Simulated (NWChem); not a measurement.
# A calculation on CF (+1)

All runs are NWChem calculations. The geometry was optimised at PBE0/def2-SVP, a minimum by its harmonic frequencies.

The NWChem input:

```
start mol
memory heap 200 mb stack 900 mb global 1100 mb
charge 1
geometry "system" units angstroms nocenter noautoz noautosym
  C      0.000000     0.000000     0.692096
  F      0.000000     0.000000    -0.461397
end
set geometry "system"
basis spherical
  * library 6-31g*
end
dft
  xc xpbe96 cpbe96
  semidirect memsize 60000000 filesize 0
  iterations 100
  convergence energy 1e-10 density 1e-9 gradient 1e-8
  tolerances tight
end
task dft energy
rt_tddft
  tmax 150.0
  dt 0.2
  tag "kick"
  print dipole
  field "kick"
    type delta
    polarization z
    max 0.0001
  end
  excite "system" with "kick"
end
task dft rt_tddft
```

Change of the dipole's z component after the kick, in units of 1e-4 a.u.:

```
time (a.u.)      Δμ
-----------  ------
0.0           0.000
0.4           0.257
0.8           0.489
1.2           0.544
1.6           0.513
2.0           0.467
2.4           0.402
2.8           0.324
3.2           0.262
3.6           0.225
4.0           0.185
4.4           0.089
4.8          -0.074
5.2          -0.231
5.6          -0.314
6.0          -0.336
6.4          -0.330
6.8          -0.323
7.2          -0.334
7.6          -0.347
8.0          -0.324
8.4          -0.250
8.8          -0.136
9.2          -0.001
9.6           0.131
10.0          0.237
10.4          0.305
10.8          0.321
11.2          0.285
11.6          0.240
12.0          0.235
12.4          0.254
12.8          0.251
13.2          0.199
13.6          0.098
14.0          0.000
14.4         -0.048
14.8         -0.073
15.4         -0.146
15.8         -0.222
16.2         -0.280
16.6         -0.333
17.0         -0.407
17.4         -0.454
17.8         -0.405
18.2         -0.249
18.6         -0.044
19.0          0.126
19.4          0.226
19.8          0.304
20.2          0.385
20.6          0.428
21.0          0.410
21.4          0.354
21.8          0.287
22.2          0.227
22.6          0.163
23.0          0.064
23.4         -0.057
23.8         -0.155
24.2         -0.222
24.6         -0.285
25.0         -0.362
25.4         -0.441
25.8         -0.472
26.2         -0.414
26.6         -0.293
27.0         -0.166
27.4         -0.045
27.8          0.093
28.2          0.233
28.6          0.340
29.0          0.399
29.4          0.414
29.8          0.397
```
